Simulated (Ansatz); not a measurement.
A structure relaxed at PBE0-D4/def2-TZVP, charge 0, multiplicity 1:

Cartesian coordinates in Å:
```
C 1.887 -2.509 -1.757
N 1.274 -1.694 -1.187
C 0.552 -0.734 -0.514
C -0.425 -1.122 0.397
C -1.146 -0.151 1.069
C -0.898 1.194 0.836
C 0.078 1.571 -0.074
C 0.808 0.612 -0.754
H -0.605 -2.176 0.565
H -1.908 -0.449 1.780
H -1.466 1.950 1.366
H 0.275 2.621 -0.258
H 1.574 0.888 -1.468
```

(1) Give its formula and SMILES.

(2) Point group (tolerance 0.08 Å, 0.16 Å for H)?

(3) Summarise the bond lengths by kind.

Answers

(1) C7H5N, `[C-]#[N+]c1ccccc1`.

(2) C2v.

(3) 2 × C–N 1.168 to 1.377 Å; 6 × C–C 1.384 to 1.391 Å; 5 × C–H 1.083 Å.

Program: Ansatz 0.2.0.
